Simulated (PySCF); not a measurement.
C3H3, neutral, multiplicity 2. Atoms are numbered in the order given.

```xyz
6

C     -0.8772     0.1390     0.0000
C      0.4194    -0.0127    -0.6592
C      0.4194    -0.0127     0.6592
H     -1.7411    -0.5382     0.0000
H      0.9859    -0.0716    -1.5825
H      0.9859    -0.0716     1.5825
```
Charge 0, spin multiplicity 2.

Coordinates come from a PBE-D3(BJ)/def2-TZVP optimisation.

These are PBE-D3(BJ)/def2-TZVP (PySCF) values and carry that method's errors.

No scaling factor is applied to the harmonic values.

```
mode  ν (cm⁻¹)  IR (km/mol)  moving atoms (share of kinetic energy)
----  --------  -----------  --------------------------------------
1          582         65.5                          H 88 %, C 12 %
2          657         35.1                          C 66 %, H 34 %
3          843          0.2                          H 66 %, C 34 %
4          884          6.0                                  H 93 %
5          940         22.3                          H 77 %, C 23 %
6          943          4.9                          H 71 %, C 29 %
7          992         25.2                          H 65 %, C 35 %
8         1218          7.3                           C 91 %, H 9 %
9         1623          0.3                          C 89 %, H 11 %
10        2999         51.1                           H 92 %, C 8 %
11        3168          1.4                                  H 93 %
12        3212          0.1                          H 87 %, C 13 %
```
